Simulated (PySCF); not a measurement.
C2H4N, SMILES CC#[NH+], charge +1. Geometry: PBE-D3(BJ)/def2-TZVP. The isomer is the one that the SMILES or the coordinates give; other isomers of the formula were not compared.

Computed equilibrium geometry at PBE-D3(BJ)/def2-TZVP (PySCF confirms it by a frequency run) as Cartesian coordinates in Å, and its point group:
point group C3v.
```xyz
7

C      0.0000     0.0000    -1.2657
C      0.0000     0.0000     0.1622
N      0.0000     0.0000     1.3117
H     -0.9015    -0.5205    -1.6293
H      0.9015    -0.5205    -1.6293
H      0.0000     1.0410    -1.6293
H      0.0000     0.0000     2.3277
```
Charge +1, spin multiplicity 1.
